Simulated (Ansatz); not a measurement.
**Insertion of a divalent centre (a silylene, a carbene or their kin)**

Start structure (SiHCl3, closed shell), relaxed at PBE0-D4/def2-TZVP:

```
5
angstrom
Si -0.2869 -0.6756 -1.0005
Cl 1.7551 -1.1009 -1.0141
Cl -0.9704 -2.0521 0.4099
H -0.5772 2.3471 0.4629
Cl 0.0795 1.4814 1.1416
```

The step: SiCl₂ + HCl → SiHCl₃ ([Cl][SiH]([Cl])[Cl]); bonds formed: Si1–H4, Si1–Cl5; bonds broken: H4–Cl5. Computed with Ansatz 0.2.0 (basis: def2-TZVPP and def2-QZVPP); correlated methods freeze the cores. Extrapolation: Hartree–Fock as exp(−7.88 √X), correlation as X^−2.97. Energies below are by CCSD(T) at an estimated basis limit (MP2 extrapolated from triple and quadruple zeta, plus CCSD(T) − MP2 in triple zeta).

What are the electronic barrier and the energy of the step, from the start structure to the end structure? (To be estimated.)

Computed: Barrier 0.742 eV; step energy -2.429 eV (downhill); reverse barrier, their difference, 3.170 eV. Barrier and step energy count from the start structure, the reverse barrier from the end structure.

The saddle point: One imaginary mode of 916i cm⁻¹.
| pair | start (Å) | saddle (Å) | end (Å) |
| --- | --- | --- | --- |
| Si1–H4 | 3.37 | 1.64 | 1.47 |
| Si1–Cl5 | 3.06 | 2.52 | 2.03 |
| H4–Cl5 | 1.28 | 1.57 | 2.87 |

Zero-point energy (harmonic, PBE0-D4): ZPE is 0.292 eV at the start and 0.258 eV at the saddle, so the barrier goes from 0.742 to 0.708 eV.

T1 diagnostic: at most 0.013. The restricted Hartree–Fock reference is unstable towards an unrestricted one at one or more of these structures. The start structure is not quite a true minimum (one mode of 45i cm⁻¹).

Losses and insertions of silylenes and their heavier kin drive the gas-phase chemistry of silicon and germanium vapour deposition.

Labels in which every atom is bracketed show which atoms are joined, not bond orders.

For scale, one of the runs: CCSD(T)/def2-TZVPP, 182 basis functions, launched by `ansatz run in.yaml --threads 2 --pin off --events-out ev --progress --plain --max-ram 4352MiB`. Time: 36 s of wall clock on 2 CPU threads of an Arm Neoverse V2; the host was shared. Peak host memory: 1.5 GiB.
